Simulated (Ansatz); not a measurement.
`BC(=C)[SiH2]C` + `[NH2][GeH3]` → `C[SiH2][NH][GeH3]` + `BC=C`  (ligand exchange at the Si–C bond)

Computed with Ansatz on PBE0-D4/def2-TZVP structures; ΔE is electronic, products minus reactants. CBS: MP2 limit from def2 TZ/QZ plus the TZ coupled-cluster correction, frozen cores. Functionals use def2-TZVPP. For Ge outer-core shells are correlated without core-valence functions, which leaves a few kJ/mol of doubt a bond. Scalar relativity is left out up to krypton. Each species was taken in one conformer, which may not be the lowest.

```csv
level,ΔE (kcal/mol)
LDA (SPW92),-12.8
BLYP-D4,-13.7
r2SCANh-D4,-14.1
BHLYP-D4,-15.7
CAM-B3LYP-D4,-15.2
PBE-QIDH,-14.2
CCSD(T)/def2-SVP,-14.3
CCSD(T)/def2-TZVPP,-14.5
```

(1) What does CCSD(T)/CBS give? (An estimate is asked.)

(2) What do rigid-rotor, harmonic-oscillator terms from PBE0-D4/def2-TZVP frequencies (298.15 K, 1 bar) make of the CCSD(T)/CBS value? (Estimate.)

Largest T1 diagnostic among the species: 0.011.

Results:

(1) The calculation gave: -14.5 kcal/mol. The listed levels differ from it by 1.7, 0.8, 0.4, -1.2, -0.7, 0.3, 0.2, 0.0 kcal/mol.

(2) Ansatz gave: ΔZPE = +0.1 kcal/mol, ΔH = -14.4 kcal/mol, ΔS = 12 J/(mol·K), ΔG = -15.2 kcal/mol. Modes under 50 cm⁻¹ make the entropy rough.

From BLYP to BHLYP (50 % exact exchange), in def2-TZVPP and without D4, ΔE moves by −1.8 kcal/mol. In def2-TZVPP, CCSD(T) changes the Hartree–Fock value by +2.8 kcal/mol (the triples alone add +0.6 kcal/mol) and MP2 by +2.8 kcal/mol.
